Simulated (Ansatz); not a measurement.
Frontier orbitals of C₂H₃AlTe (`[TeH][C]1=[CH][AlH]1`).

The species carries charge 0 and has multiplicity 1. Correlated methods include outer-core shells of Te, which these sets cover unevenly. Te: def2 effective core potential. Geometry: relaxed with PBE0-D4/def2-TZVP. Basis def2-TZVPP, Ansatz 0.2.0.

| functional | HOMO (eV) | LUMO (eV) | gap (eV) |
| --- | --- | --- | --- |
| PBE | -5.12 | -1.69 | 3.43 |
| PBE0 | -6.04 | -0.93 | 5.11 |
| r2SCAN0 | -6.17 | -0.71 | 5.46 |
| HSE06 (plane-wave form) | -5.66 | -1.30 | 4.36 |
| BHLYP | -6.80 | -0.17 | 6.63 |
| ωB97M-V | -8.04 | 0.63 | 8.67 |

A quarter of exact exchange (PBE0) shifts PBE's HOMO by −0.92 eV and its LUMO by +0.75 eV; full exchange at long range (ωB97M-V) shifts them by −2.92 and +2.32 eV. The gap opens from 3.43 to 8.67 eV, since occupied levels lose self-interaction and empty ones feel all the electrons. A positive LUMO is unbound and depends on the basis.
